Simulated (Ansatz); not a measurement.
`[OH][Ta]([F])([F])=[S]` + H–F → `[F][Ta]([F])([F])=[S]` + H₂O at 600 K and 1 bar (ligand exchange at a Ta–O bond).

Calculated with Ansatz (gas phase, PBE0-D4/def2-TZVP geometries, no zero-point term in ΔE). CCSD(T)/CBS adds triple-zeta CCSD(T) − MP2 to the extrapolated MP2 energy (def2 sets, frozen cores). This one scheme is used for every species. def2 core potentials past Kr. For Ta outer-core shells are correlated without core-valence functions, which leaves a few kJ/mol of doubt a bond. Each species was taken in one conformer, which may not be the lowest.

| species | CCSD(T)/CBS energy (Eh) | H − E (kJ/mol) | S (J/(mol·K)) |
| --- | --- | --- | --- |
| `[OH][Ta]([F])([F])=[S]` | -730.27428 | 103.9 | 430.3 |
| H–F | -100.39570 | 42.3 | 194.0 |
| `[F][Ta]([F])([F])=[S]` | -754.29658 | 69.3 | 405.8 |
| H₂O | -76.37941 | 76.8 | 212.8 |

H − E and S are ideal-gas, rigid-rotor, harmonic terms from PBE0-D4/def2-TZVP, for one conformer and one mirror image of each species. 1 Eh = 2625.50 kJ/mol, R = 8.31446 J/(mol·K).

Problem. By hand: ΔE, ΔH, ΔS and ΔG.

Solution. ΔE = (-754.29658) + (-76.37941) − (-730.27428) − (-100.39570) = -0.00601 Eh = -15.8 kJ/mol. Δ(H − E) = 69.3 + 76.8 − 103.9 − 42.3 = -0.1, so ΔH = -15.9 kJ/mol. ΔS = 405.8 + 212.8 − 430.3 − 194.0 = -5.7 J/(mol·K). ΔG = -15.9 − 600 × (-5.7)/1000 = -12.5 kJ/mol.

Problem. By hand: the equilibrium constant, and the temperature at which ΔG would vanish if ΔH and ΔS stayed fixed.

Solution. log₁₀ K = −ΔG/(RT ln 10) = 1.1. ΔG = 0 at ΔH/ΔS = 2789 K, far beyond where these terms or the molecules hold.

The number of gas molecules stays the same, so ΔS is small and ΔH decides. A doubt of 5 kJ/mol in ΔE shifts log₁₀ K by 0.4 here. Other conformers and mirror images would add mixing entropy, several J/(mol·K) or more a flexible species. These are equilibria of isolated gas molecules and say nothing of rates. Largest T1 diagnostic: 0.020 (customary marks: 0.02 for closed shells, 0.045 for open ones).
